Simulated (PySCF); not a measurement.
These are PySCF 2.14.0 with CAM-B3LYP-D3(BJ)/def2-TZVP values and carry that method's errors. Isolated molecules, 0 K electronic values unless said otherwise. One relaxed conformer stands for a flexible species; it need not be the lowest. Delta-SCF ions had no search for a lower state. Excitations are Tamm–Dancoff values on a coarser integration grid. The basis has no diffuse functions, so Rydberg states are missing or too high.

Reference species (SMILES): `[NH2][InH][NH2]` (neutral, multiplicity 1).

```json
{
  "vertical ionisation energy (Delta-SCF)": "8.83 eV",
  "S1 oscillator strength": "0.002",
  "S1 excitation (TDA)": "5.22 eV",
  "brightest of the four lowest singlets (TDA)": "5.79 eV"
}
```

Changed species: `[NH2][In]([NH2])[NH2]` (0 of 3 NH2 replaced by H; the reference has 1 of 3 NH2 replaced by H).

**Question.** Predict the effect on the vertical ionisation energy (Delta-SCF), S1 oscillator strength, S1 excitation (TDA) and brightest of the four lowest singlets (TDA).

**Answer.** the vertical ionisation energy (Delta-SCF) rises by 0.10 eV, to 8.93 eV; the S1 oscillator strength goes up by 0.017, to 0.019; the S1 excitation (TDA) falls by 0.19 eV, to 5.03 eV; the brightest of the four lowest singlets (TDA) is nearly the same.
